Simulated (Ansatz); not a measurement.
A run on CH$_{4}$AlCl$_{3}$O, SMILES `C[OH+][Al-]([Cl])([Cl])[Cl]` with other settings.

```yaml
crystal:
  periodic: [false, false, false]
  atoms:
    - {symbol: C, position_ang: [0.306580, -1.190955, 0.753595]}
    - {symbol: O, position_ang: [0.994791, 0.015138, -0.215144]}
    - {symbol: Al, position_ang: [-0.497998, 1.292177, -0.792897]}
    - {symbol: Cl, position_ang: [-2.139115, -0.154050, -1.365729]}
    - {symbol: Cl, position_ang: [0.508515, 1.990996, -2.089735]}
    - {symbol: Cl, position_ang: [-1.201313, 1.989885, 1.154887]}
    - {symbol: H, position_ang: [1.142209, -1.651668, 1.367135]}
    - {symbol: H, position_ang: [-0.227177, -1.782817, 0.093855]}
    - {symbol: H, position_ang: [-0.099209, -0.870854, 1.543862]}
    - {symbol: H, position_ang: [1.421503, -0.203645, -0.932586]}
basis:
  gaussian: {orbitals: def2-mTZVP}
magnetization: {spin_polarized: true, initial_magnetization: 2}
hamiltonian: {xc: {name: wB97X}}
output: {forces: true}
```

```sh
$ ansatz run in.yaml --threads 4 --pin off --events-out ev --progress --plain --max-ram 11315MiB
```

It prints (some lines left out):

```
Functional definition: wB97X
1279 factors; integrals over basis functions are off by at most 9.3e-4 eV
369 factors; integrals over basis functions are off by at most 7.6e-6 eV
mean field evaluation 1: about -47302.6359 eV, gradient 4.4e1 eV
mean field evaluation 2: about -47275.9541 eV, gradient 8.3e1 eV
mean field evaluation 4: about -47310.2150 eV, gradient 6.1e0 eV
mean field evaluation 8: about -47310.5614 eV, gradient 6.4e-1 eV
mean field evaluation 16: about -47310.6262 eV, gradient 2.7e-1 eV
mean field evaluation 32: about -47310.6774 eV, gradient 6.3e-6 eV
mean field -47310.67738276 eV, -1738.6353254874 hartree, gradient 6.3e-6 eV, S^2 2.010769; 6 other end points of the search recorded, 0 dependent functions left out
reference -47310.67735673 eV, -1738.6353245309 hartree; 42, 40 occupied and 101, 103 virtual orbitals, 1279 factors
Total energy: -47310.67735673 eV, -1738.6353245309 hartree
Atom 0 at     0.306580    -1.190955     0.753595 Å, force     7.114719    -1.727231    -4.091663 eV/Å
Atom 1 at     0.994791     0.015138    -0.215144 Å, force    -6.237543     1.976659     8.713543 eV/Å
Atom 2 at    -0.497998     1.292177    -0.792897 Å, force    -4.008560    -3.393695     6.603762 eV/Å
Atom 3 at    -2.139115    -0.154050    -1.365729 Å, force    -1.127720    -0.973309     0.054826 eV/Å
Atom 4 at     0.508515     1.990996    -2.089735 Å, force     6.459551     4.555837    -8.540121 eV/Å
Atom 5 at    -1.201313     1.989885     1.154887 Å, force    -0.692522     0.009195     1.545640 eV/Å
Atom 6 at     1.142209    -1.651668     1.367135 Å, force    -0.101643    -0.201327    -2.053145 eV/Å
Atom 7 at    -0.227177    -1.782817     0.093855 Å, force    -0.934388    -1.273450    -0.867398 eV/Å
Atom 8 at    -0.099209    -0.870854     1.543862 Å, force    -4.612307     4.023069     5.131998 eV/Å
Atom 9 at     1.421503    -0.203645    -0.932586 Å, force     4.140413    -2.995748    -6.497442 eV/Å
Dipole moment:     0.246250    -0.826690     0.220111 e Å
```

Run time 60 s (4 threads of an Arm Neoverse V2 on a shared host); peak host memory 0.84 GiB.
